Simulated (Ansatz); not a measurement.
`C[Si](N)(Cl)Br` + NH₃ → `N[Si](N)(Cl)Br` + CH₄ at 298.15 K and 1 bar (ligand exchange at the Si–C bond).

Program: Ansatz. Geometries: PBE0-D4/def2-TZVP. ΔE: electronic, gas phase. CCSD(T)/CBS is the MP2 limit (def2-TZVPP, def2-QZVPP) plus CCSD(T) − MP2 in def2-TZVPP, frozen cores. This one scheme is used for every species. For Br outer-core shells are correlated without core-valence functions, which leaves a few kJ/mol of doubt a bond. Scalar relativity is left out up to krypton. Each species was taken in one conformer, which may not be the lowest.

```
         species  CCSD(T)/CBS energy (Eh)  H − E (kJ/mol)  S (J/(mol·K))
`C[Si](N)(Cl)Br`              -3418.10250           198.2          375.4
             NH₃                -56.50880           100.5          192.4
`N[Si](N)(Cl)Br`              -3434.17475           171.0          365.4
             CH₄                -40.46206           127.4          186.2
```

H − E and S are ideal-gas, rigid-rotor, harmonic terms from PBE0-D4/def2-TZVP, for one conformer and one mirror image of each species. 1 Eh = 2625.50 kJ/mol, R = 8.31446 J/(mol·K).

Problem. By hand: ΔE, ΔH, ΔS and ΔG.

Solution. ΔE = (-3434.17475) + (-40.46206) − (-3418.10250) − (-56.50880) = -0.02551 Eh = -67.0 kJ/mol. Δ(H − E) = 171.0 + 127.4 − 198.2 − 100.5 = -0.3, so ΔH = -67.3 kJ/mol. ΔS = 365.4 + 186.2 − 375.4 − 192.4 = -16.2 J/(mol·K). ΔG = -67.3 − 298.15 × (-16.2)/1000 = -62.5 kJ/mol.

Problem. By hand: the equilibrium constant, and the temperature at which ΔG would vanish if ΔH and ΔS stayed fixed.

Solution. log₁₀ K = −ΔG/(RT ln 10) = 10.9. ΔG = 0 at ΔH/ΔS = 4154 K, far beyond where these terms or the molecules hold.

ΔH outweighs TΔS. A doubt of 5 kJ/mol in ΔE shifts log₁₀ K by 0.9 here. Other conformers and mirror images would add mixing entropy, several J/(mol·K) or more a flexible species. These are equilibria of isolated gas molecules and say nothing of rates. Largest T1 diagnostic: 0.008 (customary marks: 0.02 for closed shells, 0.045 for open ones).
